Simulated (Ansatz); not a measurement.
A nudged elastic band was laid between two geometries of CH₄BClOS (9 atoms, charge 0, multiplicity 1).

Level of theory: UKS BLYP/def2-SVP (Ansatz 0.2.0).

| Item | Value |
| --- | --- |
| movable images | 5 |
| climbing image | yes |
| spring | 5.0 eV/Å² |
| optimiser | quadratic models (default) |
| start path | through a guess of the saddle point |
| force threshold | 0.03 eV/Å |
| iteration limit | 60 |
| end points | relaxed |

Image 0:

```xyz
9
Properties=species:S:1:pos:R:3
O 1.283 -0.176 -1.280
C 0.597 0.082 -0.117
Cl 1.235 -1.001 1.377
B -0.879 -0.492 -0.123
S -2.296 0.309 0.634
H 2.171 0.235 -1.232
H 0.761 1.103 0.284
H -1.107 -1.530 -0.694
H -1.677 1.423 1.134
```

Image 6:

```xyz
9
Properties=species:S:1:pos:R:3
O 1.580 -0.483 -0.757
C 0.487 0.070 0.366
Cl 1.354 0.280 1.844
B -0.867 -0.018 -0.163
S -2.455 0.359 0.700
H 1.978 0.312 -1.183
H 0.926 -0.840 -1.412
H -0.989 -0.358 -1.338
H -1.925 0.632 1.928
```

(1) Which bonds break or form, and what moves?

(2) Give the energies along the band, and the barrier.

(3) What is the geometry of the highest image?

The band took 43 iterations and roughly 17 core-minutes.

Results:

(1) Bonds broken: C2–H7. Bonds formed: O1–H7.

(2) It converged. The highest image is number 4 of 0 to 6, 2.95 eV above the first end and 0.29 eV above the last; the last end lies 2.66 eV above the first. Neighbouring images differ by up to 2.3 eV, so the band resolves the path poorly. A vibrational analysis at the climbing image gives one clearly imaginary mode, 915i cm⁻¹: a first-order saddle point. The orbitals stay closed-shell, which can raise the energy where a bond breaks towards radicals; this wasn't checked here.

```csv
image,path coordinate (Å),energy (eV),C2–H7 (Å),O1–H7 (Å)
0,0.00,0.00,1.11,2.09
1,0.85,0.04,1.11,2.09
2,1.70,0.08,1.11,2.09
3,2.55,0.65,1.09,1.83
4,3.41,2.95,1.38,1.14
5,4.61,2.76,2.11,0.98
6,5.81,2.66,2.05,0.99
```

(3) 
```xyz
9
Properties=species:S:1:pos:R:3
O 1.564 -0.421 -1.355
C 0.357 0.312 0.129
Cl 1.183 0.078 1.642
B -1.033 -0.210 -0.186
S -2.460 0.184 0.859
H 2.398 -0.521 -0.843
H 1.166 0.567 -0.956
H -1.292 -0.737 -1.242
H -1.794 0.702 1.936
```

Time of the run: 8.6 min on 2 threads of Arm Neoverse V2, on a shared host, peak memory 0.23 GiB.
